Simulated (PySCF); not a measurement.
Ga⁺ (gallium, charge +1) across methods

[Ar] 3d10 4s2, closed-shell 1S. Calculation: PySCF 2.14, in def2-TZVPPD; the non-relativistic Hamiltonian (point nucleus). The B2PLYP total includes its PT2 part (frozen core); its orbital energies are those of the SCF part.

```tsv
method	E (hartree)	mean ε 3p (eV)	mean ε 3d (eV)	mean ε 4s (eV)	Σ⟨r²⟩ (bohr²)	⟨S²⟩
LDA	-1921.560	-106.07	-28.513	-16.340	24.63	0.000
MN15	-1924.883	-110.17	-32.906	-17.637	25.11	0.000
BP86	-1924.846	-106.29	-28.300	-16.225	24.66	0.000
PBE0	-1924.332	-112.45	-31.502	-16.912	24.79	0.000
UHF	-1923.01985	-130.18	-40.667	-18.719	25.28	0.000
CAM-B3LYP	-1924.704	-113.18	-32.917	-18.430	24.81	0.000
PBE	-1924.296	-106.18	-28.161	-16.031	24.78	0.000
r2SCAN	-1924.564	-109.15	-28.699	-16.302	24.69	0.000
B2PLYP	-1924.180	-119.03	-34.917	-17.699	24.95	0.000
```
